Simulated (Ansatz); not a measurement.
# A correction line for PBE0-D4/def2-TZVPP: vertical ionisation energy

The vertical ionisation energy (cation less neutral) in eV of 7 molecular compounds of Mg: x at PBE0-D4/def2-TZVPP, y at CCSD(T)/def2-TZVPP. Shapes, held fixed at every level: PBE0-D4/def2-TZVP. Programs: Ansatz 0.2.0.

| molecule | x (eV) | y (eV) |
| --- | --- | --- |
| Mg(NH2)2 | 8.23 | 8.71 |
| CH5MgNO (SMILES C[O][Mg][NH2]) | 8.50 | 8.82 |
| Mg(OH)(SH) | 9.47 | ? |
| Mg(SH)F | 9.90 | 9.82 |
| Mg(OH)2 | 10.16 | 10.86 |
| MgHCl (SMILES [MgH][Cl]) | 10.67 | 10.85 |
| Mg(OH)F | 11.16 | 11.23 |

Q: Fit y = c + s·x to the known rows and predict y for Mg(OH)(SH).

A: 
1. Means of the 6 rows: x = 9.7700, y = 10.048.
2. Σ(Δx)² = 6.8956, Σ(Δx·Δy) = 6.2719, so the slope is 6.2719/6.8956 = 0.90955.
3. Intercept: 10.048 − (0.90955) × 9.7700 = 1.162. The largest residual of the fit is 0.46.
4. Mg(OH)(SH): 1.162 + 0.90955 × 9.47 = 9.78 eV.

CCSD(T)/def2-TZVPP gives 9.51 eV, so the prediction is off by +0.27 eV, within the largest residual. Uncorrected, PBE0-D4/def2-TZVPP misses Mg(OH)(SH) by -0.04 eV, and the other rows by 0.30 on average. The line makes this one worse. Left out in turn, the other rows are missed by 0.23 eV on average, hardly better than no correction. Cations run unrestricted. Outer-core shells of Mg are correlated, in sets that cover them unevenly.
